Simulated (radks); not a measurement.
Results of a calculation; reference values are marked as such.
Question: All-electron atom: the zinc ion Zn14+ in [Ne] 3s1 3p5 (not the ground configuration). Code: a radial shooting solver on a logarithmic mesh with Libxc functionals. Model: scalar-relativistic Kohn-Sham, LDA (Slater exchange, Perdew-Wang correlation), spin-polarised, spherical densities, finite nucleus; open shells are filled with parallel spins first; Fermi nuclear charge, rms radius 3.9283 fm. Some entries of the table are withheld. Estimate them.

orbital  occ.  eigenvalue (eV)  r(max) (bohr)
1s up       1        -9980.787        0.03296
1s down     1        -9978.679        0.03296
2s up       1        -1627.009            (1)
2s down     1        -1625.045            (2)
2p up       3        -1476.016         0.1518
2p down     3        -1473.896         0.1519
3s up       1        -525.4545         0.5462
3s down     0        -519.4442         0.5464
3p up       3        -478.4196         0.5349
3p down     2        -472.5015         0.5351

Answer: 
(1) 2s up r(max) (bohr): 0.1892
(2) 2s down r(max) (bohr): 0.1892
